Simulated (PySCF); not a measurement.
SiF3I, SMILES F[Si](F)(F)I. Atoms are numbered in the order given.

```xyz
5

F     -1.2930     0.7465     1.7542
Si     0.0000     0.0000     1.1841
F      0.0000    -1.4931     1.7542
F      1.2930     0.7465     1.7542
I      0.0000     0.0000    -1.2064
```
Charge 0, spin multiplicity 1.

Geometry: r2SCAN-D4/def2-SVP. The def2 effective core potentials stand for the cores of I; spin–orbit coupling is left out.

The numbers are results of PBE0/def2-TZVP (PySCF), not measurements.

Symmetry labels are those of the subgroup Cs that the program uses (full group C3v).

Task: List the valence orbital energies around the gap with their symmetry. (An estimate is asked for; the answer gives what the named calculation found.)

Result: 
```
orbital  symmetry  energy (eV)
-------  --------  -----------
HOMO−7         A"       -13.53
HOMO−6         A'       -13.53
HOMO−5         A'       -12.93
HOMO−4         A"       -12.93
HOMO−3         A"       -12.47
HOMO−2         A'       -10.86
HOMO−1         A'        -8.68
HOMO           A"        -8.68
LUMO           A'        -0.99
LUMO+1         A"         0.77
LUMO+2         A'         0.77
LUMO+3         A'         1.81
```
